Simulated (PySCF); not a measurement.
Vertical excitations of a molecule C₃H₁₀Si₂ from TDDFT-ωB97X/def2-SVPD run with PySCF, as energy in eV (oscillator strength): 8.22 (0.017), 8.34 (0.001), 8.47 (0.106), 8.64 (0.002), 8.77 (0.034), 8.89 (0.027), 8.92 (0.001), 8.96 (0.009). Lowest triplet (TDA): 7.95 eV. Coordinates come from a ωB97X-D3(BJ)/def2-SVP optimisation. The values are those of a single conformer.

Question: Which structure fits?
A) [SiH3][SiH]1CCC1
B) C1C[SiH2]C[SiH2]1
C) CC1[SiH2]C[SiH2]1
D) [SiH3][C@H]1C[C@@H]1[SiH3]

Answer: D, [SiH3][C@H]1C[C@@H]1[SiH3]
